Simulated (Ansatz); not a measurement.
`[NH2][Al]([NH2])[F]` + `OPO` → `[NH2][Al]([F])[PH]O` + `NO`  (formal exchange of groups at the Al–N bond)

Isolated molecules relaxed with PBE0-D4/def2-TZVP in Ansatz; ΔE leaves out vibrations. CCSD(T)/CBS adds triple-zeta CCSD(T) − MP2 to the extrapolated MP2 energy (def2 sets, frozen cores). This one scheme is used for every species. DFT in def2-TZVPP. HSE06 is defined as in plane-wave codes. Each species was taken in one conformer, which may not be the lowest.

`[NH2][Al]([NH2])[F]`:

Z-matrix (Å, degrees):
```
N
Al 1 1.758
H 1 1.006 2 123.9
H 1 1.006 2 125.6 3 -180.0
N 2 1.758 1 123.8 3 180.0
F 2 1.652 1 118.1 3 -0.0
H 5 1.006 2 125.6 1 -0.0
H 5 1.006 2 123.9 1 180.0
```

`OPO`:

Z-matrix (Å, degrees):
```
P
O 1 1.632
O 1 1.647 2 104.0
H 1 1.428 2 98.9 3 94.9
H 2 0.963 1 114.2 3 -52.9
H 3 0.961 1 110.6 2 -99.7
```

`[NH2][Al]([F])[PH]O`:

Z-matrix (Å, degrees):
```
N
Al 1 1.755
H 1 1.007 2 122.5
H 1 1.006 2 126.3 3 176.2
F 2 1.652 1 119.8 3 -177.2
P 2 2.334 1 121.0 3 6.8
O 6 1.677 2 96.2 1 -16.0
H 6 1.430 2 92.8 1 -116.7
H 7 0.960 6 109.0 2 154.8
```

`NO`:

```xyz
5

N    -0.482   -0.160   -0.055
O     0.884    0.232    0.019
H    -0.683   -0.555    0.860
H    -0.996    0.716   -0.100
H     1.278   -0.232   -0.724
```

Is it downhill or uphill in electronic energy at CCSD(T)/CBS, and by how much? (An estimate is asked.)

The calculation gave: Uphill: ΔE = +3.50 eV.

What do these levels give: revPBE-D4, BLYP-D4, ωB97X-V, PBE-QIDH, BLYP, r2SCAN, HSE06, BHLYP, MP2/def2-TZVPP, SCS-MP2/def2-TZVPP, HF/CBS(def2), MP2/CBS(def2)? (Best estimate.)

Computed: revPBE-D4 3.09, BLYP-D4 3.25, ωB97X-V 3.36, PBE-QIDH 3.49, BLYP 3.26, r2SCAN 3.41, HSE06 3.27, BHLYP 3.56, MP2/def2-TZVPP 3.65, SCS-MP2/def2-TZVPP 3.59, HF/CBS(def2) 3.71, MP2/CBS(def2) 3.70 eV.

Largest T1 diagnostic among the species: 0.013.

From PBE to PBE0 (25 % exact exchange), in def2-TZVPP and without D4, ΔE moves by +0.14 eV. Leaving LDA and LC-ωPBE aside and taking each functional with its dispersion term where it has one, the values, not all of them listed here, spread over 0.44 eV, from revPBE-D4 to BHLYP-D4. LDA lies +0.16 eV from PBE without D4.
